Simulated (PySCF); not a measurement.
CH8GeNP.
Atom-mapped SMILES: `[CH3:1][NH:2][GeH2:3][PH2:4]` (hydrogens: H5, H6, H7 on C1; H8 on N2; H9, H10 on Ge3; H11, H12 on P4)

Computed by this run: PBE0-D3(BJ)/def2-SVP geometry optimisation, gas phase in PySCF 2.14.0; density fitting, grid level 1; the optimiser is geomeTRIC in internal coordinates, started from a GFN2-xTB structure with every atom displaced at random (about 0.01 Å).

Step 0: E = -68438.8371 eV
```
atom  x, y, z in Å  |  force x, y, z in eV/Å
C1     -1.7076    0.4573    0.1787   -0.667   0.681  -0.371
N2     -0.9647   -0.7463    0.3057   -0.003  -0.175  -0.003
Ge3     0.7224   -0.8425   -0.3542    0.359  -0.001   0.531
P4      2.2520    0.6747    0.6223   -1.186  -0.438   1.449
H5     -1.6383    0.8292   -0.8625   -0.047   0.035   0.158
H6     -2.7860    0.2838    0.3725    0.150   0.044  -0.029
H7     -1.3872    1.2823    0.8456    0.008   0.101   0.005
H8     -1.0516   -1.1138    1.2344    0.008  -0.419   0.567
H9      1.1338   -2.2671   -0.0676    0.349  -0.481   0.174
H10     0.5543   -0.6730   -1.8298    0.047   0.282  -0.893
H11     1.7136    1.7195   -0.1249   -0.241   0.713  -0.411
H12     3.2263    0.4086   -0.2881    1.222  -0.341  -1.176
```

Step 1: E = -68438.9794 eV
```
atom  x, y, z in Å  |  force x, y, z in eV/Å
C1     -1.7119    0.4921    0.1782    0.145  -0.102   0.017
N2     -0.9953   -0.7612    0.3018    0.211  -0.030  -0.019
Ge3     0.7256   -0.8954   -0.3583   -0.194  -0.060  -0.243
P4      2.1636    0.6553    0.6543    0.256   0.048  -0.332
H5     -1.7206    0.8119   -0.8770   -0.004   0.016   0.016
H6     -2.7631    0.3666    0.4807   -0.044  -0.013  -0.005
H7     -1.2955    1.3315    0.7741   -0.016  -0.001  -0.019
H8     -1.0805   -1.1668    1.2326   -0.021   0.057  -0.102
H9      1.2284   -2.3332   -0.0441   -0.092   0.251  -0.036
H10     0.6565   -0.6442   -1.9026   -0.028  -0.097   0.373
H11     1.6367    1.7587   -0.1055    0.077  -0.161   0.088
H12     3.2232    0.3974   -0.3020   -0.289   0.093   0.260
```

**Question.** Estimate the geometry and energy of step 2. (The exact step hangs on the optimiser's Hessian estimate; all steps are aligned on step 1, rigid shifts and turns removed.)

**Answer.** E = -68438.9951 eV, largest force 0.090 eV/Å
```
atom  x, y, z in Å  |  force x, y, z in eV/Å
C1     -1.7070    0.4873    0.1766   -0.005  -0.046   0.011
N2     -0.9889   -0.7617    0.2989    0.049   0.017   0.022
Ge3     0.7202   -0.8873   -0.3595   -0.023   0.025  -0.041
P4      2.1732    0.6543    0.6498    0.055  -0.015  -0.069
H5     -1.7119    0.8134   -0.8764   -0.001   0.012  -0.003
H6     -2.7612    0.3547    0.4708   -0.009   0.012  -0.012
H7     -1.2998    1.3271    0.7771   -0.003   0.002   0.003
H8     -1.0779   -1.1675    1.2265   -0.025   0.003  -0.008
H9      1.2153   -2.3094   -0.0445    0.016  -0.012   0.017
H10     0.6356   -0.6513   -1.8821   -0.011  -0.007   0.015
H11     1.6516    1.7515   -0.1055    0.008  -0.003   0.013
H12     3.2179    0.4016   -0.2995   -0.053   0.014   0.054
```

The energy changes by -0.0157 eV. The first-order estimate −F·Δx gives -0.0290 eV and the mean of the old and new forces, exact on a quadratic surface, -0.0157 eV. The step makes an angle of 51° with the force vector and moves no atom by more than 0.030 Å.

What follows is the cost of the whole optimisation. Time: 32 s wall; peak memory 0.49 GiB. Hardware: an Arm Neoverse V2 with one thread, shared host with 192 logical CPUs at a one-minute load of 55.
